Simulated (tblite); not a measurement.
C8H8B (doublet state).
Bonds: B1–C2, C2–C3 (aromatic), C3–C4 (aromatic), C4–C5 (aromatic), C5–C6, C6–C7 (double), C5–C8 (aromatic), C8–C9 (aromatic), C2–C9 (aromatic). Hydrogens: H10, H11 on B1; H12 on C3; H13 on C4; H14, H15 on C7; H16 on C8; H17 on C9.
Bond orders are those of one Lewis drawing.

Computed with GFN2-xTB (tblite), gas phase: L-BFGS steps from a force-field or distance-geometry start until the largest atomic force falls under 0.01 eV/Å.

Step 42: E = -607.2672 eV
```
atom  x, y, z in Å  |  force x, y, z in eV/Å
B1      3.1281   -0.0680   -0.9525   -0.056  -0.033  -0.003
C2      1.6217   -0.2222   -0.7171    0.002   0.125   0.093
C3      0.6873    0.6687   -1.3020   -0.028  -0.021   0.047
C4     -0.5989    0.7642   -0.8613   -0.049  -0.078   0.006
C5     -1.0461   -0.0418    0.2334    0.008   0.008   0.085
C6     -2.2345    0.1793    0.8227   -0.040  -0.005   0.008
C7     -3.3106    0.4606    1.4688   -0.065  -0.008   0.012
C8     -0.1579   -1.0476    0.7322    0.020   0.003  -0.059
C9      1.1186   -1.1169    0.2601    0.046   0.038  -0.002
H10     3.8698   -0.7422   -0.3379    0.012   0.088  -0.161
H11     3.5065    0.7883   -1.6627    0.074  -0.147   0.042
H12     1.0239    1.3144   -2.1018   -0.005  -0.016   0.021
H13    -1.3082    1.4583   -1.2904    0.087   0.033  -0.019
H14    -3.3255    1.1796    2.2799    0.005  -0.027  -0.024
H15    -4.2646    0.0022    1.2473   -0.012  -0.001  -0.021
H16    -0.5178   -1.7136    1.5059    0.043   0.052  -0.047
H17     1.8012   -1.8511    0.6655   -0.042  -0.011   0.023
```

Step 43: E = -607.2717 eV
```
atom  x, y, z in Å  |  force x, y, z in eV/Å
B1      3.1230   -0.0738   -0.9625   -0.004  -0.085  -0.019
C2      1.6206   -0.2187   -0.7135    0.016   0.136   0.116
C3      0.6883    0.6783   -1.2911   -0.018  -0.043   0.018
C4     -0.5956    0.7730   -0.8459   -0.076  -0.071   0.001
C5     -1.0379   -0.0388    0.2474   -0.012   0.038   0.062
C6     -2.2306    0.1836    0.8271   -0.013  -0.054   0.030
C7     -3.3175    0.4571    1.4578   -0.109  -0.015   0.000
C8     -0.1482   -1.0448    0.7452   -0.049   0.034  -0.057
C9      1.1263   -1.1121    0.2681   -0.015   0.024  -0.018
H10     3.8664   -0.7503   -0.3530    0.021   0.088  -0.147
H11     3.4988    0.7638   -1.6913    0.101  -0.086   0.014
H12     1.0266    1.3207   -2.0931   -0.023  -0.007   0.030
H13    -1.3102    1.4653   -1.2724    0.119   0.014   0.001
H14    -3.3496    1.1735    2.2701    0.002  -0.021  -0.015
H15    -4.2665   -0.0041    1.2159    0.015   0.013  -0.006
H16    -0.5110   -1.7114    1.5178    0.069   0.060  -0.058
H17     1.8103   -1.8491    0.6635   -0.023  -0.024   0.046
```

Step 44: E = -607.2775 eV
```
atom  x, y, z in Å  |  force x, y, z in eV/Å
B1      3.1159   -0.0843   -0.9790    0.053  -0.109  -0.030
C2      1.6192   -0.2119   -0.7066    0.040   0.118   0.111
C3      0.6888    0.6902   -1.2765   -0.024  -0.060   0.008
C4     -0.5929    0.7822   -0.8257   -0.052  -0.044  -0.010
C5     -1.0289   -0.0355    0.2664   -0.035   0.071   0.017
C6     -2.2273    0.1875    0.8338    0.009  -0.103   0.066
C7     -3.3284    0.4527    1.4428   -0.127  -0.032  -0.027
C8     -0.1363   -1.0409    0.7612   -0.119   0.070  -0.039
C9      1.1357   -1.1053    0.2784   -0.068  -0.001  -0.017
H10     3.8622   -0.7592   -0.3761    0.051   0.049  -0.106
H11     3.4915    0.7291   -1.7291    0.118  -0.008  -0.040
H12     1.0293    1.3306   -2.0792   -0.049   0.003   0.036
H13    -1.3087    1.4769   -1.2475    0.118  -0.004   0.017
H14    -3.3812    1.1648    2.2569   -0.012  -0.016  -0.010
H15    -4.2688   -0.0128    1.1723    0.033   0.033   0.022
H16    -0.4989   -1.7067    1.5348    0.082   0.053  -0.062
H17     1.8218   -1.8453    0.6632   -0.015  -0.022   0.062
```

Problem. Estimate the geometry and energy of step 45. (The exact step hangs on the optimiser's Hessian estimate; all steps are aligned on step 44, rigid shifts and turns removed.)

Solution. E = -607.2840 eV, largest force 0.181 eV/Å
```
atom  x, y, z in Å  |  force x, y, z in eV/Å
B1      3.1080   -0.1001   -1.0032    0.092  -0.074  -0.043
C2      1.6184   -0.2024   -0.6973    0.071   0.052   0.085
C3      0.6887    0.7033   -1.2586    0.004  -0.055  -0.005
C4     -0.5901    0.7913   -0.8012   -0.032   0.013  -0.013
C5     -1.0206   -0.0323    0.2889   -0.050   0.095  -0.029
C6     -2.2246    0.1894    0.8438   -0.044  -0.120   0.128
C7     -3.3440    0.4477    1.4235   -0.065  -0.055  -0.069
C8     -0.1241   -1.0358    0.7798   -0.127   0.093  -0.021
C9      1.1455   -1.0975    0.2904   -0.107  -0.004  -0.010
H10     3.8579   -0.7695   -0.4060    0.102  -0.024  -0.048
H11     3.4855    0.6857   -1.7773    0.110   0.048  -0.089
H12     1.0314    1.3457   -2.0593   -0.081   0.002   0.046
H13    -1.3025    1.4939   -1.2149    0.083  -0.020   0.021
H14    -3.4209    1.1539    2.2411   -0.035  -0.029  -0.029
H15    -4.2711   -0.0236    1.1166    0.036   0.059   0.063
H16    -0.4802   -1.6987    1.5580    0.068   0.031  -0.057
H17     1.8355   -1.8389    0.6658   -0.024  -0.011   0.071
```

The energy changes by -0.0065 eV. The first-order estimate −F·Δx gives -0.0089 eV and the mean of the old and new forces, exact on a quadratic surface, -0.0065 eV. The step makes an angle of 81° with the force vector and moves no atom by more than 0.065 Å.

What follows is the cost of the whole relaxation. Time: 0.5 s wall. Hardware: an Arm Neoverse V2 with one thread, no GPU, shared host.
